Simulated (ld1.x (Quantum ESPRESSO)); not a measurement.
Results of a calculation; reference values are marked as such.
**Potentials for C (Z = 6) compared**

Generated with ld1.x 7.5 (TM, RRKJ, ultrasoft, PAW), atompaw 4.2 or ONCVPSP 4.0.1. The cutoff is in Ry: for ld1.x and atompaw files where the sum of valence levels is converged to 10 mRy in a Bessel basis, for ONCV files where the hardest occupied wave has 1 mHa per electron of residual kinetic energy. The error is the largest all-electron minus pseudo excitation energy over each file’s own four to seven test configurations (ionisations up to +4, promotions, holes and added fractions of an electron), all of which were solved. The labels leave out finer settings (local radius, basis sizes, second energies), which also bear on the numbers. Spin-polarised tests are not counted. The rows are a selection from randomly drawn settings: files with unsolved tests, undetermined cutoffs or missed reference levels are left out.

```csv
potential,cutoff (Ry),largest error (meV),bound ghosts
"PAW, PBE, scalar-relativistic, rc 1.45/2.25/2.20 (spd), local smoothed, core correction yes, reference 2s2 2p2",12,-13,none
"TM, PBEsol, scalar-relativistic, rc 1.25/2.20/2.20 (spd), local smoothed, core correction yes, reference 2s1.5 2p2.5",30,+439,none
"TM, PBE, non-relativistic, rc 1.10/2.10/1.95 (spd), local smoothed, core correction no, reference 2s1.5 2p2.5",35,+856,none
"PAW, LDA (PZ), scalar-relativistic, rc 0.90/1.75 (sp), local smoothed, core correction yes, reference 2s2 2p2",40,-16,none
"PAW, LDA (PZ), non-relativistic, rc 1.15/2.60/3.00 (spd), local smoothed, core correction yes, reference 2s1 2p3",12,+5.3,none
"TM, LDA (PZ), scalar-relativistic, rc 1.05/1.95 (sp), local p, core correction yes, reference 2s2 2p1",40,+333,none
"RRKJ, PBE, non-relativistic, rc 1.35/1.55 (sp), local s, core correction yes, reference 2s2 2p2",40,+386,none
```

Q: Fill in the row for C: PAW, PBEsol, scalar-relativistic, rc 1.00/2.70/2.40 (spd), local smoothed, core correction yes, reference 2s2 2p2.

A: cutoff 30 Ry, largest error -18 meV, bound ghosts: none.

Q: Fill in the row for C: ultrasoft, LDA (PZ), fully relativistic, rc 1.45/2.25 (sp), local smoothed, core correction no, reference 2s2 2p2.

A: cutoff 12 Ry, largest error +396 meV, bound ghosts: none.
